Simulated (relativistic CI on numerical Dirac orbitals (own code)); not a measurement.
## Line list: Electric-dipole lines, W67+

Method of calculation: Dirac-Coulomb-Breit CI, KLI orbitals optimised for each configuration, QED by a radiative potential, unscaled Slater integrals (own radial code, finite nucleus).

Configuration list (outside the closed core 1s2): 2s2 2p3, 2s 2p4, 2p5, 2p4 3s, 2p4 3p, 2s2 2p2 3s, 2p4 3d, 2s2 2p2 3p, 2s2 2p2 3d, 2s 2p3 3s, 2s 2p3 3p, 2s 2p3 3d, 2s2 2p2 4s, 2s2 2p2 4p, 2s2 2p2 4d, 2s2 2p2 4f. Levels of other configurations are missing.

```
λ vac (Å)                    Lower                     Upper   A (s⁻¹)  log gf  S velocity/length
   1.1363      2s2 2p3 4S°_3/2 [2]   2s2 2p2 3d 4D_5/2 [115]  6.40e+14   -0.13               1.00
   1.1366      2s2 2p3 4S°_3/2 [2]   2s2 2p2 3d 2D_3/2 [114]  1.09e+15   -0.07               0.99
   1.1377      2s2 2p3 2P°_1/2 [4]   2s2 2p2 3d 2D_3/2 [119]  1.32e+15    0.01               0.99
   1.1387      2s2 2p3 2D°_5/2 [3]   2s2 2p2 3d 2F_7/2 [116]  1.42e+15    0.34               1.00
   1.1388      2s2 2p3 2D°_5/2 [3]   2s2 2p2 3d 4D_5/2 [115]  7.36e+14   -0.07               0.99
   1.1393      2s2 2p3 2P°_3/2 [1]    2s2 2p2 3d 2P_1/2 [50]  1.79e+15   -0.16               0.98
   1.1403      2s2 2p3 2P°_3/2 [1]    2s2 2p2 3d 2D_3/2 [49]  1.56e+15    0.09               0.99
   1.1409      2s2 2p3 2P°_3/2 [1]    2s2 2p2 3d 2D_5/2 [48]  1.76e+15    0.31               0.99
   1.1421        2s 2p4 4P_5/2 [5]   2s 2p3 3d 4P°_3/2 [158]  1.52e+15    0.08               0.98
   1.1429        2s 2p4 4P_5/2 [5]   2s 2p3 3d 4D°_5/2 [157]  1.48e+15    0.24               0.99
   1.1430        2s 2p4 2P_3/2 [7]   2s 2p3 3d 2D°_3/2 [181]  1.29e+15    0.00               0.99
   1.1434        2s 2p4 4P_5/2 [5]   2s 2p3 3d 4F°_7/2 [155]  1.34e+15    0.32               0.99
   1.1436        2s 2p4 2P_3/2 [7]   2s 2p3 3d 2F°_5/2 [180]  1.66e+15    0.29               1.00
   1.1438        2s 2p4 2S_1/2 [6]   2s 2p3 3d 2D°_3/2 [178]  1.02e+15   -0.10               0.99
   1.1481        2s 2p4 4P_5/2 [5]   2s 2p3 3d 4G°_7/2 [143]  5.99e+14   -0.02               1.00
   1.1654      2s2 2p3 2D°_5/2 [3]     2s 2p3 3p 2F_7/2 [98]  5.01e+14   -0.09               0.99
   1.1663      2s2 2p3 2P°_3/2 [1]     2s 2p3 3p 2D_5/2 [34]  5.42e+14   -0.18               0.99
   1.2907      2s2 2p3 2P°_3/2 [8]   2s2 2p2 3d 2D_5/2 [134]  1.27e+15    0.28               1.00
   1.2907        2s 2p4 4P_5/2 [5]    2s 2p3 3d 2F°_7/2 [78]  4.12e+14   -0.08               0.99
   1.2926        2s 2p4 4P_3/2 [9]   2s 2p3 3d 4P°_5/2 [187]  6.91e+14    0.02               0.99
   1.2936       2s 2p4 2D_5/2 [10]   2s 2p3 3d 2F°_7/2 [192]  1.65e+15    0.52               1.00
   1.2937      2s2 2p3 4S°_3/2 [2]    2s2 2p2 3d 2D_5/2 [55]  1.34e+15    0.31               0.99
   1.2954      2s2 2p3 2P°_3/2 [8]   2s2 2p2 3d 2D_5/2 [129]  1.27e+15    0.28               0.99
   1.2955      2s2 2p3 2P°_3/2 [8]   2s2 2p2 3d 2P_3/2 [128]  2.19e+15    0.34               0.99
   1.2957      2s2 2p3 2D°_5/2 [3]    2s2 2p2 3d 2F_7/2 [56]  2.38e+15    0.68               1.00
   1.2959      2s2 2p3 4S°_3/2 [2]    2s2 2p2 3d 2F_5/2 [54]  1.05e+15    0.20               1.00
   1.2963      2s2 2p3 4S°_3/2 [2]    2s2 2p2 3d 2P_3/2 [52]  9.90e+14    0.00               0.99
   1.2968      2s2 2p3 2D°_5/2 [3]    2s2 2p2 3d 2D_5/2 [55]  7.72e+14    0.07               0.98
   1.2990      2s2 2p3 2P°_3/2 [1]    2s2 2p2 3d 2D_5/2 [20]  1.46e+15    0.35               1.00
   1.2991      2s2 2p3 2D°_5/2 [3]    2s2 2p2 3d 2F_5/2 [54]  4.18e+14   -0.20               0.99
   1.2995       2s 2p4 2P_1/2 [11]   2s 2p3 3d 2P°_3/2 [197]  1.97e+15    0.30               0.99
   1.3004        2s 2p4 4P_5/2 [5]    2s 2p3 3d 4D°_7/2 [75]  2.04e+15    0.62               1.00
   1.3004       2s 2p4 2D_3/2 [12]   2s 2p3 3d 2D°_5/2 [198]  2.56e+15    0.59               1.00
   1.3013      2s2 2p3 2P°_1/2 [4]    2s2 2p2 3d 2P_1/2 [58]  1.55e+15   -0.10               0.98
   1.3013        2s 2p4 4P_5/2 [5]    2s 2p3 3d 4D°_5/2 [74]  1.12e+15    0.23               0.99
   1.3020      2s2 2p3 2P°_1/2 [4]    2s2 2p2 3d 2D_3/2 [57]  1.41e+15    0.16               0.99
   1.3025       2s 2p4 2D_5/2 [10]   2s 2p3 3d 2D°_5/2 [186]  1.83e+15    0.44               0.99
   1.3028        2s 2p4 2S_1/2 [6]    2s 2p3 3d 2P°_3/2 [80]  9.75e+14    0.00               0.99
   1.3029        2s 2p4 4P_3/2 [9]   2s 2p3 3d 4D°_3/2 [175]  1.29e+15    0.12               0.99
   1.3032        2s 2p4 2P_3/2 [7]    2s 2p3 3d 2D°_5/2 [79]  2.12e+15    0.51               1.00
   1.3041       2s 2p4 2D_5/2 [10]   2s 2p3 3d 2F°_7/2 [183]  1.20e+15    0.39               1.00
   3.7468  2s2 2p2 3p 2P°_3/2 [18]   2s2 2p2 4d 2D_5/2 [166]  1.50e+14    0.28               0.99
   3.8293   2s2 2p2 3d 2D_3/2 [19]  2s2 2p2 4f 2F°_5/2 [172]  2.93e+14    0.59               0.99
   3.9481   2s2 2p2 3d 2D_5/2 [20]  2s2 2p2 4f 2F°_7/2 [179]  3.04e+14    0.75               0.99
   6.7233      2s2 2p3 2P°_3/2 [1]         2s 2p4 2P_3/2 [7]  2.02e+13   -0.26               1.02
```

Terms are leading LS components. Brackets give the number of a level in order of energy, since labels repeat. The list gives strong lines, with weight on those to low levels, among the lowest 200 of 359 levels, so that lines to higher ones, which can be the strongest, are missing. Levels whose partners in the same complex of configurations lie outside the list can be far off, and so can their lines. Rates are taken at the computed energies, electric ones in the length gauge. A velocity-to-length ratio far from 1 marks an uncertain rate.

At this charge energies of transitions that change n are usually good to better than 1 %, and those within a shell (Δn = 0) to a few per cent.

LS names give the leading component of a level, which can be under half, so a name can repeat, a term be missing and a line seem to break the LS rules.
